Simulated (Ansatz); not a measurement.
Start from `CO[SiH](N)[SiH3]` and change one atom or group to get `CO[SiH](C)[SiH3]`.

Ansatz, PBE0-D4/def2-TZVP geometries, multiplicity 1. Each molecule was computed in one conformer, which needn't be the lowest.

| property | `CO[SiH](N)[SiH3]` |
| --- | --- |
| LUMO energy (PBE/def2-TZVPP) / eV | -0.75 |
| HOMO–LUMO gap (ωB97M-V/def2-TZVPP) / eV | 11.44 |
| HOMO energy (B3LYP/def2-TZVPP) / eV | -7.37 |
| HOMO energy (ωB97M-V/def2-TZVPP) / eV | -9.70 |
| HOMO energy (PBE/def2-TZVPP) / eV | -6.25 |
| size of the dipole moment (ωB97M-V/def2-TZVPP) / D | 2.04 |

**Question.** What does the change do to each property? (Best estimate.)

**Answer.** Ansatz gave: 
```tsv
property	`CO[SiH](C)[SiH3]`	shift
LUMO energy (PBE/def2-TZVPP) / eV	-0.70	0.05
HOMO–LUMO gap (ωB97M-V/def2-TZVPP) / eV	11.81	0.37
HOMO energy (B3LYP/def2-TZVPP) / eV	-7.59	-0.22
HOMO energy (ωB97M-V/def2-TZVPP) / eV	-9.87	-0.17
HOMO energy (PBE/def2-TZVPP) / eV	-6.48	-0.23
size of the dipole moment (ωB97M-V/def2-TZVPP) / D	1.69	-0.35
```

With PBE0 the HOMO falls by 0.21 eV and the LUMO rises by 0.11 eV, so the gap widens by about 0.32 eV. PBE moves the HOMO by -0.23 eV and ωB97M-V by -0.17 eV. Dipoles are sizes alone; their direction can turn.

B3LYP here is the variant with VWN-RPA as its local correlation; programs differ in this.
